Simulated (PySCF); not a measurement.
## Dipole moment and polarisability of `CN(C)[SiH2]C[SiH3]`

Species: C₃H₁₃NSi₂.
SMILES with atom numbers: `[CH3:1][N:2]([CH3:3])[SiH2:4][CH2:5][SiH3:6]` (hydrogens: H7, H8, H9 on C1; H10, H11, H12 on C3; H13, H14 on Si4; H15, H16 on C5; H17, H18, H19 on Si6)

Structure used (GFN2-xTB), in Å, numbered top down from 1:
```xyz
19
C3H13NSi2 angstrom
C     -1.8519    1.0414    0.5859
N     -1.3418   -0.2720    0.2806
C     -2.4002   -1.2032   -0.0123
Si     0.2329   -0.5305   -0.3678
C      1.4501    0.6195    0.5171
Si     3.2644    0.2156    0.1626
H     -2.3849    1.4808   -0.2671
H     -1.0341    1.7008    0.8609
H     -2.5503    0.9806    1.4260
H     -2.9760   -0.9022   -0.8963
H     -1.9802   -2.1881   -0.1949
H     -3.0873   -1.2634    0.8366
H      0.5100   -1.9418   -0.0827
H      0.3546   -0.3066   -1.8235
H      1.2656    1.6521    0.2212
H      1.2776    0.5714    1.5919
H      3.5399    0.3562   -1.2686
H      3.5748   -1.1500    0.5861
H      4.1268    1.1488    0.8976
```

Level: CAM-B3LYP/def2-SVPD (PySCF), static field, nuclei fixed, core orbitals frozen in the response. The polarisability tensor in these axes (au):

```
x   119.68   3.22  -0.35
y     3.22  91.68   3.52
z    -0.35   3.52  86.12
```

Task: Diagonalise the tensor; give its mean and Δα, where Δα² is half the sum of the squared differences of the eigenvalues.

Result: Principal values 84.33, 93.11 and 120.05 au; mean 99.16 au = 14.69 Å³ = 16.35 × 10⁻⁴⁰ C²·m²/J; Δα = 32.24 au (33 % of the mean).

Task: What is the dipole moment, and where does it point?

Result: (-1.06, 0.65, 0.33) D, 1.29 D in size, pointing from the negative to the positive side. Measured along this direction, the outermost atoms are H18 at the negative end and H9 at the positive end.

Task: What would n − 1 = 2πNα be for an ideal gas of these molecules at 273.15 K and 1 atm, electronic part alone?

Result: N = p/kT = 2.6868 × 10¹⁹ cm⁻³, so n − 1 = 2π × N × 14.69 × 10⁻²⁴ cm³ = 2481 × 10⁻⁶ at long wavelengths, for an ideal gas.

Task: In TDDFT the mean static polarisability is Σ f/ω² over all singlet excitations (ω in hartree). How much of it do the 8 lowest give? Their energies (eV) and oscillator strengths: 5.83, 0.0141; 6.24, 0.0170; 6.62, 0.0204; 7.06, 0.0084; 7.44, 0.0420; 7.60, 0.0035; 7.67, 0.0081; 7.77, 0.0395.

Result: They add up to 2.29 au, 2.3 % of the 99.16 au; the largest single term is 0.56 au, from the state at 7.44 eV. Terms in order: 0.31, 0.32, 0.34, 0.13, 0.56, 0.04, 0.10, 0.48 au. Higher excitations give the rest. The strengths listed sum to 0.153.

Task: Along which axes do the principal values lie, and how far do the nuclei extend along each?

Result: Largest value along (0.99, 0.11, 0.00), where the nuclei span 7.44 Å; middle along (-0.10, 0.89, 0.45), 3.83 Å; least along (0.05, -0.45, 0.89), 2.70 Å. The response follows the extents in order.

Task: Find the Langevin capture rate constant for H3+ (3.023 u) meeting this molecule (119.059 u), k = 2.342 × 10⁻⁹ cm³/s × √(α in Å³ / reduced mass in u).

Result: The reduced mass is 2.95 u, so k = 5.23 × 10⁻⁹ cm³/s. The formula leaves out the permanent dipole, which adds to the capture rate.

Task: Give the eigenvalues of the traceless quadrupole moment Θ = ½Σq(3rr − r²1), origin at the centre of nuclear charge.

Result: -1.55, -0.12, 1.67 D·Å. The values depend on the origin, since the dipole doesn't vanish. The electronic extent ⟨r²⟩ about the same centre is 1441 bohr², a root-mean-square distance of 2.47 Å for the 66 electrons.

Isolated species at its GFN2-xTB geometry (one conformer only).

The run behind these numbers computed excited states as well. The run took 46 s of wall time on x86-64 server, one thread, no GPU, shared host.
